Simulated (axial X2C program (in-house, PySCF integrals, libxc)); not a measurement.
**Levels of GaPt by electron attachment to GaPt⁺ (EOM-EA-CCSD)**

Calculated with an in-house all-electron X2C program for linear molecules (integrals from PySCF): two-component X2C with atomic mean-field Coulomb and Gaunt terms, Gaussian nuclei, basis Pt dyall-acv3z, Ga dyall-acv3z with contracted cores.

R = 2.392 Å (near the PBE0 minimum at charge 0 of the determinant lowest at the starting distance; the state shown can have its own minimum elsewhere).

Levels of GaPt obtained by attaching an electron to GaPt⁺:

| Ω | binding energy (eV) | above lowest (cm⁻¹) | attached spinor | one-particle weight |
| --- | --- | --- | --- | --- |
| 1/2 | 7.343 | 0 | 45% Pt sσ, 41% Ga pσ, 6% Pt dσ | 0.93 |
| 1/2 | 5.168 | 17537 | 65% Ga pπ, 24% Pt pπ, 8% Pt dπ | 0.95 |
| 3/2 | 5.021 | 18721 | 66% Ga pπ, 22% Pt pπ, 9% Pt dπ | 0.94 |
| 1/2 | 3.955 | 27324 | 36% Pt pσ, 24% Ga pσ, 16% Pt sσ | 0.63 |

**Question.** Take the first Ω = 1/2 and Ω = 3/2 rows of π character: how far apart are they, and which lies lower?

**Answer.** E(3/2) − E(1/2) = 18721 − 17537 = 1184 cm⁻¹ at EOM-EA-CCSD: regular, Ω = 1/2 lower. Splittings at this level can be off by ten to twenty per cent.

This point took 15 s on 1 thread of AMD EPYC 9R45 96-Core Processor (Zen 5), on a shared host.

Reference electrons by ω block (each with its −ω partner): 1/2: 31, 3/2: 16, 5/2: 6, 7/2: 1. 12 electrons of GaPt⁺ correlated (inner shells frozen), 92 natural virtual spinors (a truncated set); levels can be off by some tenths of an eV. Roots sought by Ω: (1/2: 5, 3/2: 4, 5/2: 2, 7/2: 1); rows need 60 % one-particle weight and stop where some Ω has no more roots. Missing are any skipped roots, higher Ω and states of a further excitation; these come out far too high here and may in truth be low or lowest. T1 of the reference 0.032 (Lee–Taylor). The reference was not checked to be the lowest state of its species. Number of frozen shells: Pt 5 s, 4 p, 2 d, 1 f; Ga 3 s, 2 p, 1 d. Large amplitudes in the reference (orbital relaxation or multireference character) lower the reliability. Left out with split weight: Ω = 1/2 at 4.39 eV (0.28).
